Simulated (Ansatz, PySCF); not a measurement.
C₆H₁₁O, doublet, at a GFN2-xTB geometry. Base run: REVPBE/STO-3G run with PySCF.

Here is a job for PySCF.
```python
from pyscf import gto, scf, dft

mol = gto.M(
    atom='''
C     3.137930    0.768599   -0.361861
C     2.188400   -0.372381   -0.018448
C     0.735071   -0.005031   -0.305835
C    -0.225520   -1.141893    0.034515
C    -1.676173   -0.733188   -0.220377
C    -2.098004    0.419232    0.617792
O    -3.008523    1.181581    0.530084
H     2.895295    1.654207    0.221147
H     4.166703    0.488256   -0.148832
H     3.063234    1.023345   -1.416852
H     2.458644   -1.257324   -0.599591
H     2.293605   -0.626090    1.038663
H     0.631136    0.254933   -1.362203
H     0.457465    0.874957    0.280342
H    -0.106585   -1.414411    1.084775
H     0.013230   -2.019726   -0.569627
H    -1.823285   -0.487382   -1.279147
H    -2.351487   -1.555445    0.035936
''',
    basis='sto-3g',
    charge=0,
    spin=1,
    verbose=4,
)

mf = dft.UKS(mol)
mf.xc = 'revpbe'
mf.kernel()
```

The same geometry, method and basis name were run in Ansatz (an electronic-structure program) and PySCF, at each program's defaults and at the settings that a row names. The base is PySCF at its defaults. Differences at the defaults can come from grids, fitting, cores and function types together.

```csv
code and settings,ΔE vs base (mEh),basis functions,E (Eh),SCF cycles,dipole (D)
"PySCF, defaults (exact integrals, its default grid, spherical functions)",0.000,46,-306.49059,10,1.52
"Ansatz, defaults (factorised integrals, its default grid, spherical functions)",-0.008,46,-306.49060,-,-
"PySCF, density fitting with def2-universal-jkfit",-2.309,46,-306.49290,10,1.52
"PySCF, fine grid",-0.006,46,-306.49060,10,1.52
"Ansatz, high accuracy",-0.006,46,-306.49060,-,-
```

Open shells are given as the SCF converged; they aren't shown to be the lowest states, and a large step between rows can be another state.
